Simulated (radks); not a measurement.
The numbers below are computed, except where a source is named.
Problem. Species: Zn2+. Configuration: [Ar] 3d10 (the NIST ground configuration). Level of theory: scalar-relativistic Kohn-Sham, PBE, spin-polarised, spherical densities, point nucleus (a radial shooting solver on a logarithmic mesh with Libxc functionals). Some entries of the table are withheld. Estimate them.

orbital  occ.  eigenvalue (hartree)  <1/r> (bohr^-1)
1s          2             -350.8376            30.23
2s          2             -43.32208            6.587
2p          6             -37.65307            6.462
3s          2              -5.51656            2.087
3p          6                   (1)            1.932
3d         10              -1.13394            1.531
4s          0                   (2)              (3)
4p          0              -0.57536              (4)

Solution. 
(1) 3p eigenvalue (hartree): -3.83325
(2) 4s eigenvalue (hartree): -0.84627
(3) 4s <1/r> (bohr^-1): 0.5853
(4) 4p <1/r> (bohr^-1): 0.4743
